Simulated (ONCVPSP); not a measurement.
**Ge (Z = 32) ONCV: all-electron and pseudo phase curves**

Ge, optimised norm-conserving Vanderbilt (ONCV), made with ONCVPSP 4.0.1 (PBE, scalar-relativistic). Core [Ne], reference 3s2 3p6 3d10 4s2 4p2. Waves: 3s+4s: rc 0.90 bohr, ncon 3, nbas 7, qcut 13.7 1/bohr, 2 projectors; 3p+4p: rc 1.35 bohr, ncon 4, nbas 8, qcut 9 1/bohr, 2 projectors; 3d: rc 0.85 bohr, ncon 5, nbas 10, qcut 15.6 1/bohr, 2 projectors, debl 3.4 Ha. Local part: polynomial inside 0.80 bohr (lpopt 5, dvloc0 0 Ha). Core correction: none.

The phase is arctan(r·R′/R) of the radial function R(r), unwrapped; energies in Ha, scanned from -8 to 5 Ha. A pole is an energy at which the radial function vanishes at the test radius. The pseudo phase is shifted by a multiple of π to meet the all-electron one at the reference energy, and phase errors are pseudo minus all-electron; the curves can meet again beyond the range given. Levels narrower than the energy grid can be missing from the lists of poles.

| channel | radius (bohr) | reference energy (Ha) | poles, all-electron | poles, pseudo | unbroken range about the reference energy with phases within 0.05 rad | phase error 1 Ha above the reference energy (rad) |
| --- | --- | --- | --- | --- | --- | --- |
| s | 0.91 | -0.43 | -3.90 | -3.90 | the whole range | +0.000 |
| p | 1.37 | -0.14 | -4.04 | -4.04 | the whole range | +0.005 |
| d | 0.86 | -1.08 | 1.74 | 1.74 | the whole range | +0.000 |

Phases in the s channel:

```tsv
E (Ha)	all-electron	pseudo
-7.96	-0.434	-0.434
-7.24	-0.910	-0.910
-6.52	-1.189	-1.189
-5.80	-1.352	-1.352
-5.08	-1.458	-1.458
-4.36	-1.532	-1.532
-3.64	-1.590	-1.590
-2.92	-1.638	-1.638
-2.20	-1.680	-1.680
-1.48	-1.719	-1.719
-0.76	-1.757	-1.757
-0.04	-1.796	-1.796
0.68	-1.838	-1.838
1.40	-1.886	-1.886
2.12	-1.941	-1.941
2.84	-2.008	-2.009
3.56	-2.094	-2.094
4.28	-2.207	-2.208
5.00	-2.364	-2.365
```
